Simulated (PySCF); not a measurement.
# Ionisation energy of Pm³⁵⁺ by level of theory

Pm³⁵⁺ [Ar] 3d8 (3F) → Pm³⁶⁺ [Ar] 3d7 (4F), as a difference of total energies. All numbers are calculated (PySCF 2.14, scalar relativity by spin-free X2C-1e, in an even-tempered Gaussian basis (18 s from 5.9 bohr⁻², ratio 2.5; 13 p from 7.7 bohr⁻², ratio 2.5; 8 d from 7.7 bohr⁻², ratio 2.5; 4 f from 33 bohr⁻², ratio 2.7; 3 g from 49 bohr⁻², ratio 2.7)). Correlated levels: outer shells: [Ne] frozen; virtual orbitals above 40 to 60 times the deepest correlated orbital energy dropped. The calculations carry no spin-orbit coupling.

```
                method  ionisation energy (eV)
                   UHF                  2452.7
                   LDA                  2453.5
                   PBE                  2453.3
                  PBE0                  2453.7
                r2SCAN                  2454.8
                  PW91                  2453.9
                 TPSSh                  2452.2
    MP2 (outer shells)                  2454.2
SCS-MP2 (outer shells)                  2454.1
```

Spin-orbit coupling is strong in these open shells (close to jj coupling). The scalar numbers leave it out and a first-order estimate fails, so it can dominate the gap to the real levels.

Breit and QED terms and the two-electron picture change are absent.

For comparison: 2443 ± 5 eV (theoretical estimate listed by NIST; NIST Atomic Spectra Database, ionization energies).
